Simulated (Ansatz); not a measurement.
CH7ClOSi2, SMILES `C[Si](O)([SiH3])Cl` at its PBE0-D4/def2-TZVP geometry, where that method's forces vanish. The species carries charge 0 and has multiplicity 1.

```xyz
12

C    -0.5565    1.2078   -1.1262
Si    0.5135   -0.0363   -0.2533
O     0.8353   -1.3470   -1.1892
Si   -0.3744   -0.8589    1.7470
Cl    2.2941    0.9344    0.1947
H    -0.7581    2.0637   -0.4781
H    -0.0623    1.5772   -2.0289
H    -1.5095    0.7553   -1.4121
H     1.3271   -1.2166   -2.0024
H    -1.6493   -1.5834    1.4926
H    -0.6529    0.2834    2.6587
H     0.5931   -1.7797    2.3972
```

(1) What forces (eV/Å) does r2SCAN-D4/def2-TZVPP give on these atoms in the Gaussian-basis code of Ansatz? (An estimate is asked.)

Results:

(1) Ansatz gave: 
```
C1  -0.016 -0.005  0.016
Si2 -0.047  0.013  0.016
O3  -0.013 -0.062 -0.009
Si4 -0.010 -0.001  0.002
Cl5  0.075  0.044  0.024
H6  -0.006 -0.006 -0.027
H7  -0.013 -0.001  0.011
H8   0.011  0.024 -0.003
H9   0.017  0.000 -0.029
H10  0.018  0.007  0.015
H11  0.003 -0.025 -0.011
H12 -0.019  0.013 -0.005
```
